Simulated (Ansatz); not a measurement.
`[F][Al]([Cl])[GeH3]` + CH₄ → `[CH3][Al]([F])[GeH3]` + HCl  (formal exchange of groups at the Al–Cl bond)

Computed with Ansatz on PBE0-D4/def2-TZVP structures; ΔE is electronic, products minus reactants. CCSD(T)/CBS adds triple-zeta CCSD(T) − MP2 to the extrapolated MP2 energy (def2 sets, frozen cores). This one scheme is used for every species. DFT in def2-TZVPP. For Ge outer-core shells are correlated without core-valence functions, which leaves a few kJ/mol of doubt a bond. Scalar relativity is left out up to krypton.

(1) Is it downhill or uphill in electronic energy at CCSD(T)/CBS, and by how much? (Estimate.)

(2) What do these levels give: B97M-V, r2SCANh-D4, r2SCAN0-D4, BHLYP-D4, PBE-QIDH, BLYP, r2SCAN, PBE0, CCSD(T)/def2-SVP, CCSD/def2-TZVPP, CCSD(T)/def2-TZVPP, HF/def2-QZVPP? (An estimate is asked.)

Largest T1 diagnostic among the species: 0.012.

## Answers

(1) The calculation gave: Uphill: ΔE = +1.76 eV.

(2) The calculation gave: B97M-V 1.80, r2SCANh-D4 1.79, r2SCAN0-D4 1.80, BHLYP-D4 1.83, PBE-QIDH 1.78, BLYP 1.73, r2SCAN 1.78, PBE0 1.73, CCSD(T)/def2-SVP 1.81, CCSD/def2-TZVPP 1.75, CCSD(T)/def2-TZVPP 1.73, HF/def2-QZVPP 1.92 eV.

Leaving LDA and LC-ωPBE aside and taking each functional with its dispersion term where it has one, the values, not all of them listed here, spread over 0.15 eV, from PBE-D4 to BHLYP-D4. LDA lies −0.06 eV from PBE without D4. From PBE to PBE0 (25 % exact exchange), in def2-TZVPP and without D4, ΔE moves by +0.04 eV. At CCSD(T), def2-SVP lies +0.05 eV from the extrapolated value and def2-TZVPP −0.02 eV.
